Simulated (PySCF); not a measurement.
Computed shifts of a molecule C₂H₇ClGe, PBE/pcSseg-1 (PySCF), GIAO, gas phase, atoms alike by connectivity averaged where their shifts nearly agree, in ppm (number of nuclei): ¹³C: 19.1 (1), 11.9 (1). ¹H: 5.79 (1), 5.59 (1), 1.57 (1), 1.56 (3), 1.27 (1). References: ⁷³Ge against GeH4 (σ = 1614.4 ppm); ³⁵Cl against HCl (σ = 936.5 ppm); ¹³C against TMS (σ = 182.0 ppm); ¹H against TMS (σ = 31.49 ppm), references at their B3LYP-D3(BJ)/def2-TZVP geometries, non-relativistic (without spin–orbit terms, shifts of atoms bonded to Cl or Br come out too high). Geometry optimised at PBE0-D3(BJ)/def2-SVP. Other conformers were not sampled.

Q: Which structure fits?
A) [CH3][GeH]([CH3])[Cl]
B) C[CH2][GeH2][Cl]
C) ClC[CH2][GeH3]

A: B, C[CH2][GeH2][Cl]
